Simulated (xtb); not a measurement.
C$_{3}$H$_{5}$, doublet, at a GFN2-xTB geometry, atoms displaced at random by about 0.05 Å a coordinate; xtb with GFN1-xTB.

Input for xtb:
```
$ xtb mol.xyz --gfn 1 --uhf 1 --opt --input xcontrol --json

# file mol.xyz
8

C      1.35067936    -0.08415762     0.20728492
C      0.00060042    -0.35025317     0.11475792
C     -1.27378125     0.21471931    -0.18506053
H      2.16615911    -0.76918441     0.49412721
H      1.83593030     1.00973177     0.02452349
H     -1.26714513     1.28095284    -0.41245758
H     -1.62648340    -0.22063248    -1.10159555
H     -1.84171598    -0.01178588     0.57942046

# file xcontrol
$opt
  engine=inertial
$end
```

Output, abridged:

```
   ID    Z sym.   atoms
    1    6 C      1-3
    2    1 H      4-8

           -------------------------------------------------
          |                Calculation Setup                |
           -------------------------------------------------

           -------------------------------------------------
          |                 G F N 1 - x T B                 |
           -------------------------------------------------

          ...................................................
          :                      SETUP                      :
          :.................................................:
          :  # basis functions                  22          :
          :  # atomic orbitals                  22          :
          :  # shells                           16          :
          :  # electrons                        17          :
          :  # halogen bonds                     0          :
          :  max. iterations                   250          :
          :  Hamiltonian                  GFN1-xTB          :
          :  restarted?                      false          :
          :  GBSA solvation                  false          :
          :  PC potential                    false          :
          :  electronic temp.          300.0000000     K    :
          :  accuracy                    1.0000000          :
          :  -> integral cutoff          0.2500000E+02      :
          :  -> integral neglect         0.1000000E-07      :
          :  -> SCF convergence          0.1000000E-05 Eh   :
          :  -> wf. convergence          0.2000000E-04 e    :
          :  Broyden damping             0.4000000          :
          :  net charge                          0          :
          :  unpaired electrons                  1          :
          ...................................................

 iter      E             dE          RMSdq      gap      omega  full diag
   1     -9.0203231 -0.902032E+01  0.839E+00    2.87       0.0  T
   2     -9.0352431 -0.149201E-01  0.505E+00    3.05       1.0  T
   3     -9.0309347  0.430840E-02  0.138E+00    2.75       1.0  T
   4     -9.0373207 -0.638597E-02  0.215E-01    2.92       1.0  T
   5     -9.0374094 -0.886592E-04  0.223E-02    2.93       1.6  T
   6     -9.0374106 -0.127665E-05  0.297E-03    2.94      11.9  T
   7     -9.0374107 -0.212485E-07  0.328E-04    2.94     107.8  T
   8     -9.0374107 -0.500306E-09  0.992E-05    2.94     356.5  T
   9     -9.0374107 -0.141824E-10  0.235E-05    2.94    1501.7  T

   *** convergence criteria satisfied after 9 iterations ***

         :::::::::::::::::::::::::::::::::::::::::::::::::::::
         ::                     SUMMARY                     ::
         :::::::::::::::::::::::::::::::::::::::::::::::::::::
         :: total energy              -8.884393590910 Eh    ::
         :: gradient norm              0.199945995789 Eh/a0 ::
         :: HOMO-LUMO gap              2.935341909746 eV    ::
         ::.................................................::
         :: SCC energy                -9.037410666259 Eh    ::
         :: -> electrostatic           0.001144737508 Eh    ::
         :: repulsion energy           0.154664545302 Eh    ::
         :: dispersion energy         -0.001647469953 Eh    ::
         :: halogen bond corr.         0.000000000000 Eh    ::
         :: add. restraining           0.000000000000 Eh    ::
         :: total charge               0.000000000000 e     ::
         :::::::::::::::::::::::::::::::::::::::::::::::::::::

      -----------------------------------------------------------
     |              Fast Inertial Relaxation Engine              |
      -----------------------------------------------------------

          ...................................................
          :                      SETUP                      :
          :.................................................:
          :   energy convergence        0.5000000E-05 Eh    :
[...]
 * total energy  :    -8.9125929 Eh     change    :  -0.1340649E-04 Eh
 * total energy  :    -8.9126081 Eh     change    :  -0.1526703E-04 Eh
 * total energy  :    -8.9126254 Eh     change    :  -0.1729811E-04 Eh
 * total energy  :    -8.9126447 Eh     change    :  -0.1922804E-04 Eh
 * total energy  :    -8.9126646 Eh     change    :  -0.1989396E-04 Eh
 * total energy  :    -8.9126837 Eh     change    :  -0.1909650E-04 Eh
 * total energy  :    -8.9127009 Eh     change    :  -0.1722005E-04 Eh
 * total energy  :    -8.9127150 Eh     change    :  -0.1415734E-04 Eh
 * total energy  :    -8.9127236 Eh     change    :  -0.8548922E-05 Eh
 * total energy  :    -8.9127253 Eh     change    :  -0.1690609E-05 Eh
 * total energy  :    -8.9127274 Eh     change    :  -0.2106194E-05 Eh
 * total energy  :    -8.9127287 Eh     change    :  -0.1326877E-05 Eh
   *** GEOMETRY OPTIMIZATION CONVERGED AFTER 70 CYCLES ***
         :: total energy              -8.912728703364 Eh    ::
[...]

           -------------------------------------------------
          |                Property Printout                |
           -------------------------------------------------

    * Orbital Energies and Occupations

         #    Occupation            Energy/Eh            Energy/eV
      -------------------------------------------------------------
         1        2.0000           -0.6432249             -17.5030
         2        2.0000           -0.6271843             -17.0666
         3        2.0000           -0.5667245             -15.4214
         4        2.0000           -0.5407650             -14.7150
         5        2.0000           -0.5325643             -14.4918
         6        2.0000           -0.5240689             -14.2606
         7        2.0000           -0.4969403             -13.5224
         8        2.0000           -0.4307244             -11.7206
         9        1.0000           -0.3423561              -9.3160 (HOMO)
        10                         -0.2193243              -5.9681 (LUMO)
        11                         -0.1345848              -3.6622
        12                         -0.1080407              -2.9399
        13                         -0.0701150              -1.9079
        14                         -0.0652476              -1.7755
        15                         -0.0535316              -1.4567
        16                          0.1519602               4.1350
        17                          0.2439071               6.6371
        18                          0.2705808               7.3629
        19                          0.3310850               9.0093
        20                          0.3929750              10.6934
       ...                                ...                  ...
        22                          0.7238798              19.6978
      -------------------------------------------------------------
                  HL-Gap            0.1230318 Eh            3.3479 eV
             Fermi-level           -0.3336902 Eh           -9.0802 eV

  Mulliken/CM5 charges         n(s)   n(p)   n(d)
     1C    -0.09150 -0.18833   1.035  3.057  0.000
     2C    -0.05287 -0.07206   1.179  2.873  0.000
     3C    -0.06189 -0.20443   1.000  3.062  0.000
     4H     0.03690  0.08958   0.963  0.000  0.000
     5H     0.04638  0.09782   0.954  0.000  0.000
     6H     0.04618  0.09722   0.954  0.000  0.000
     7H     0.03875  0.09047   0.961  0.000  0.000
     8H     0.03804  0.08973   0.962  0.000  0.000

Wiberg/Mayer (AO) data.
largest (>0.10) Wiberg bond orders for each atom

 ---------------------------------------------------------------------------
     #   Z sym  total        # sym  WBO       # sym  WBO       # sym  WBO
 ---------------------------------------------------------------------------
     1   6 C    3.990 --     2 C    2.058     4 H    0.951     5 H    0.917
     2   6 C    3.323 --     1 C    2.058     3 C    1.089
     3   6 C    3.997 --     2 C    1.089     8 H    0.966     7 H    0.966
                             6 H    0.945
     4   1 H    1.017 --     1 C    0.951
     5   1 H    0.997 --     1 C    0.917
     6   1 H    1.000 --     3 C    0.945
     7   1 H    1.015 --     3 C    0.966
     8   1 H    1.016 --     3 C    0.966
 ---------------------------------------------------------------------------

Topologies differ in total number of bonds
Writing topology from bond orders to xtbtopo.mol

 dipole moment from electron density (au)
     X       Y       Z
  -0.1555   0.3154  -0.0953  total (Debye):    0.926

optimized geometry written to: xtbopt.xyz

           -------------------------------------------------
          | TOTAL ENERGY               -8.912728703364 Eh   |
          | GRADIENT NORM               0.000852405699 Eh/α |
          | HOMO-LUMO GAP               3.347865754236 eV   |
           -------------------------------------------------

normal termination of xtb
```
